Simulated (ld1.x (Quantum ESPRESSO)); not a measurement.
# u(r) = r·R(r): atom against pseudo-atom (oxygen (O))

Columns: radius, all-electron u(r) and pseudo u(r) of the 2p shell (level -43.23 eV) of oxygen in the configuration [He] 2s2 2p2; Wu–Cohen, scalar-relativistic, RRKJ scheme, ld1.x (Quantum ESPRESSO) 7.5.

```csv
r (bohr),all-electron,pseudo
0.082,0.0902,0.0293
0.165,0.2704,0.1149
0.248,0.4606,0.2457
0.330,0.6254,0.4035
0.413,0.7578,0.5731
0.495,0.8534,0.7320
0.578,0.9171,0.8679
0.660,0.9511,0.9667
0.742,0.9612,1.0248
0.825,0.9520,1.0431
0.908,0.9278,1.0256
0.990,0.8933,0.9818
1.072,0.8512,0.9213
1.155,0.8036,0.8520
1.238,0.7530,0.7818
1.320,0.7017,0.7162
1.402,0.6504,0.6560
1.485,0.5993,0.6006
1.568,0.5498,0.5499
1.650,0.5030,0.5030
1.733,0.4582,0.4582
1.815,0.4167,0.4167
1.898,0.3778,0.3778
1.980,0.3421,0.3421
2.062,0.3094,0.3094
2.145,0.2789,0.2789
```

(1) How many radial nodes do the two functions have?

(2) At about which radius was the pseudo-wave matched?

(3) Is the pseudo-wave norm-conserving?

## Answers

(1) The all-electron 2p function has n − l − 1 = 0; the pseudo-wave has 0.

(2) 1.65 bohr, where the columns begin to agree (steps of 0.08 bohr).

(3) Yes: the RRKJ scheme keeps the norm inside the radius equal to the all-electron one, which fixes the energy derivative of the logarithmic derivative at the level.
